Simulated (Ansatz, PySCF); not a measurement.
C3H8FIn, singlet, geometry from GFN2-xTB (such geometries of metal compounds can be far from the true shape) (all electrons, no relativity). Base run: CASSCF(4,3)/STO-3G (PySCF).

The PySCF input:
```python
from pyscf import gto, scf, mcscf
import numpy

mol = gto.Mole()
mol.atom = '''
    In    0.119361    0.228828    0.211069
    F     0.573184   -1.637739    0.754467
    C     1.100140    1.592474    1.717774
    H     1.918302    2.127076    1.242917
    H     1.473985    0.936207    2.498180
    H     0.372685    2.293746    2.116379
    C    -1.181968    0.093213   -1.659592
    C    -1.258939   -1.342642   -2.132658
    H    -0.732013    0.749667   -2.404524
    H    -2.160961    0.485817   -1.383421
    H    -1.656011   -1.985814   -1.346335
    H    -0.269767   -1.714679   -2.402281
    H    -1.908962   -1.423197   -3.006654
'''
mol.basis = 'sto-3g'
mol.charge = 0
mol.spin = 0
mol.verbose = 4
mol.build()

mf = scf.RHF(mol)
mf.kernel()
mc = mcscf.CASSCF(mf, 3, 4)
mc.fix_spin_(ss=0.0)
mc.kernel()
occ = numpy.linalg.eigvalsh(mc.fcisolver.make_rdm1(mc.ci, mc.ncas, mc.nelecas))[::-1]
ss = mc.fcisolver.spin_square(mc.ci, mc.ncas, mc.nelecas)[0]
print('natural occupations', occ.round(4), ' <S^2>', round(ss, 4))
```

Programs used: Ansatz (a quantum-chemistry and plane-wave program), PySCF; a row that names a program was run with it.

The base run was repeated with changes; each row names its change, and settings that it needs were set with it.

```tsv
change	ΔE vs base (kcal/mol)	natural occupations	<S^2> of the state
base	0.000	2.00 1.96 0.04	0.00
code = ansatz; correction = SC-NEVPT2, all electrons	-119.9	-	-
active space = 8 electrons, 7 orbitals	-23.09	2.00 1.97 1.96 1.94 0.06 0.03 0.03	0.00
state_average = 2 states	22.01	-	-
active space = 4 electrons, 4 orbitals	-12.06	1.97 1.95 0.05 0.03	0.00
conv_tol = 1e-5	-1.95	2.00 1.96 0.04	0.00
active space = 2 electrons, 4 orbitals	-0.348	1.96 0.04 0.00 0.00	0.00
code = ansatz	-2.07	-	-
orbitals = fixed (CASCI)	10.33	2.00 2.00 0.00	0.00
active space = 6 electrons, 4 orbitals	8.54	2.00 2.00 2.00 0.01	0.00
active space = 8 electrons, 9 orbitals	-32.91	1.97 1.97 1.96 1.94 0.07 0.04 0.03 0.02 0.00	0.00
```

Active orbitals are taken around the Fermi level unless the row says otherwise; CASSCF can end in different local minima, and two programs can end on different orbitals. State-averaged rows give the lowest state.
